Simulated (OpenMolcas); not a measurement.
# neutral silicon: CASPT2 settings compared

| Property | Result |
| --- | --- |
| Program | OpenMolcas |
| Basis | ANO-RCC-VTZP [5s4p2d1f] |
| Scalar Hamiltonian | DKH2, point nucleus |
| Active space | 4 electrons in 4 orbitals (3s 3p) |
| State averaging | 2S+1 = 3 even, 3 roots; 2S+1 = 1 even, 6 roots; 2S+1 = 5 odd, 1 root; 2S+1 = 3 odd, 5 roots (0 in the spin-orbit step) |
| Spin-orbit coupling | RASSI with atomic mean-field integrals over the reference wave functions, term energies averaged over their components |

Methods on the same reference wave functions:
A. CASSCF
B. SS-CASPT2, IPEA 0.3 Eh, no level shift (closed shells correlated: 2s 2p)
C. XMS-CASPT2, IPEA 0.75 Eh, sigma1 regulariser 0.05 Eh (closed shells correlated: 2s 2p)
D. XMS-CASPT2, IPEA 0.3 Eh, sigma1 regulariser 0.2 Eh (closed shells correlated: none)

Energies in cm⁻¹ above 3s² 3p² ³P₀, the measured ground level; measured values from NIST Handbook of Basic Atomic Spectroscopic Data.

| Level | A | B | C | D | Measured |
| --- | --- | --- | --- | --- | --- |
| 3s² 3p² ³P₀ | 0.0 | 0.0 | 0.0 | 0.0 | 0.0 |
| 3s² 3p² ³P₁ | 66.8 | 67.0 | 66.9 | 66.9 | 77.1 |
| 3s² 3p² ³P₂ | 195 | 195 | 195 | 195 | 223 |
| 3s² 3p² ¹D₂ | 8848 | 5880 | 6030 | 6180 | 6299 |
| 3s² 3p² ¹S₀ | 15569 | 13780 | 14530 | 14500 | 15394 |
| 3s 3p³ ⁵S°₂ | 22835 | 29410 | 29300 | 29760 | 33326 |

Deviations, from unrounded energies. A percentage is the sum of absolute deviations over the sum of measured energies, with the sign that they share, or ± where signs differ.

```
                        Against measurement  Levels      A      B      C      D
             mean absolute deviation (cm-1)       5   2700   1200   1000    920
      fine structure of the ground term (%)       2  -12.9  -12.9  -12.9  -12.9
other terms of the ground configuration (%)       2  +12.6   -9.4   -5.2   -4.7
                   other configurations (%)       1  -31.5  -11.7  -12.1  -10.7
```

D lies closest to measurement on these levels and A furthest from it. The largest miss of D in the table is 3s 3p³ ⁵S°₂, by -3600 cm-1. The ranking rests on the paired levels alone, and a cruder setting can come out closer through cancelling errors.

Among B to D the level of the table that moves most is 3s² 3p² ¹S₀, by 750 cm-1 (lowest in B, highest in C). Moves below CASPT2's spread within the term are not significant.

The mean deviations of B to D differ by less than CASPT2's widest spread within a term (430 cm-1), so their order carries little weight.

From A to B the spin-free energies of the other terms of 3s² 3p² shown, above ³P, scale by factors of 0.66 to 0.88.

The lowest spin-free term lies below A's lowest term by 0.070 hartree in B, 0.064 hartree in C, 0.054 hartree in D.

CASPT2 breaks the degeneracy within a term, and the mean is taken; among the terms shown or strongly mixed into the levels shown the widest spread is 430 cm-1 (3s² 3p² ¹D, C). Terms of s pⁿ other than that of highest spin mix with s² pⁿ⁻² d, which this space lacks; all of them can be thousands of cm-1 off, and some have no real level of that name. Without dynamic correlation excited terms often stand tens of per cent too high (terms of higher spin than the ground term too low), and those without a measured partner can miss by more than the paired ones (holds for A). Measured partners are found by configuration, term and J. A level has none where our copy of the source lacks it or the pairing is in doubt (some pairs that miss far off the trend of their configuration count as doubtful), and it then counts in no deviation. Levels of configurations outside the active space are missing.

° marks odd parity.
